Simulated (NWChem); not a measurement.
System: HSOF2 cation; SMILES [OH+]=S(F)F

Computed with NWChem. Each level has its own optimisation; frequencies are unscaled.

For level Hartree-Fock/3-21G:

| Item | Result |
|---|---|
| r O–S (Å) | 1.604 |
| highest harmonic frequency (cm⁻¹) | 3621 |
| lowest (cm⁻¹) | 302 |
| zero-point energy (kcal/mol) | 13.2 |

**Question.** Estimate the same quantities for level BLYP/def2-SVP.

**Answer.** 
| Item | Result |
|---|---|
| r O–S (Å) | 1.568 |
| highest harmonic frequency (cm⁻¹) | 3403 |
| lowest (cm⁻¹) | 285 |
| zero-point energy (kcal/mol) | 12.2 |
